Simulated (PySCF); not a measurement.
## C$_{2}$H$_{10}$N$_{2}$Si

Cartesian coordinates in Å; atom numbers follow the order of the lines, from 1:
```xyz
15

C    -0.2316   -1.5904   -0.6543
Si   -0.2424    0.2622   -0.5036
C    -1.7470    1.0263    0.4290
N     1.0120    0.6437    0.6909
N     2.4192    0.3281    0.7069
H     0.4268   -2.1648   -1.3461
H    -0.2404   -1.9340    0.4511
H    -1.1953   -1.9981   -1.1551
H    -0.4885    0.4602   -1.9587
H    -2.4322   -0.1945    0.9429
H    -2.5349    1.4400   -0.4695
H    -1.6156    2.0169    1.5386
H     1.0374    1.9635    0.4459
H     2.3793   -0.6930   -0.6250
H     2.8697   -0.4967    2.2761
```

Method used: GIAO CAM-B3LYP/pcSseg-1 magnetisability, rotational g tensor and spin-rotation constants, non-relativistic, gas phase (PySCF). Geometry: GFN2-xTB, normal-mode sample at 1000 K.

The bonding changed while the geometry was optimised; results refer to the coordinates, not to the name.

(1) Give the nuclear spin-rotation constants along the inertial axes (H = +C I·J) beside the isotropic shieldings.

## Answers

(1) Rotational constants 4.5895, 2.6214, 1.9182 GHz. A star marks the isotopologue with that one atom substituted, in its own axes.
| atom | isotope | Caa (kHz) | Cbb (kHz) | Ccc (kHz) | mean (kHz) | σ (ppm) |
| --- | --- | --- | --- | --- | --- | --- |
| N4 | 14N | 0.738 | 0.397 | 0.272 | 0.469 | -18.7 |
| N5 | 14N | 1.828 | 0.779 | 0.372 | 0.993 | -349.3 |
| H6 | 1H | -0.425 | 0.000 | -0.171 | -0.199 | 29.0 |
| H7 | 1H | -0.455 | -0.227 | -0.011 | -0.231 | 29.7 |
| H8 | 1H | -0.062 | -0.181 | -0.211 | -0.151 | 29.7 |
| H9 | 1H | -0.239 | -0.173 | 0.025 | -0.129 | 25.5 |
| H10 | 1H | -0.196 | -0.131 | -0.014 | -0.113 | 23.7 |
| H11 | 1H | -0.019 | -0.203 | -0.094 | -0.105 | 26.0 |
| H12 | 1H | -0.235 | 0.016 | -0.091 | -0.103 | 23.0 |
| H13 | 1H | -0.347 | 0.057 | -0.053 | -0.114 | 21.6 |
| H14 | 1H | -0.181 | 0.089 | -0.046 | -0.046 | 18.7 |
| H15 | 1H | -0.061 | -0.078 | 0.025 | -0.038 | 18.8 |
| C1 | 13C* | 0.600 | 0.480 | 0.164 | 0.414 | 174.0 |
| Si2 | 29Si* | -2.570 | -1.808 | -1.339 | -1.906 | 336.5 |

For the geometry as given, no vibrational averaging.
